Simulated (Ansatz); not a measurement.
Mulliken charges of CH5FOSiTe (`O[SiH2]C(F)[TeH]`) from PBE/def2-TZVPP in Ansatz (PBE0-D4/def2-TZVP geometry).

| atom | x (Å) | y (Å) | z (Å) | charge (e) |
| --- | --- | --- | --- | --- |
| O1 | 1.379 | 1.449 | 0.327 | -0.346 |
| Si2 | 1.215 | -0.088 | -0.227 | 0.363 |
| C3 | -0.498 | -0.739 | 0.254 | -0.025 |
| F4 | -0.627 | -2.093 | 0.010 | -0.172 |
| Te5 | -1.956 | 0.412 | -0.849 | 0.034 |
| H6 | 0.706 | 2.072 | 0.040 | 0.185 |
| H7 | 2.279 | -0.887 | 0.420 | -0.059 |
| H8 | 1.310 | -0.185 | -1.710 | -0.079 |
| H9 | -0.726 | -0.551 | 1.307 | 0.116 |
| H10 | -2.999 | 0.560 | 0.432 | -0.018 |

Problem. By hand: the dipole of these point charges (1 e Å = 4.8032 D).

Solution. Σ q r = (-0.120, 0.235, 0.029) e Å, of length 0.265 e Å = 1.27 D.

Problem. How does the dipole of the full density compare? (Estimate.)

Solution. Ansatz gave: (-0.188, 0.249, 0.043) e Å, 1.51 D; the point charges give 0.84 times that, at 10° from its direction.

Point charges leave out the atoms' own dipoles, such as those of lone pairs, and Mulliken's split depends on the basis, so the two needn't agree.
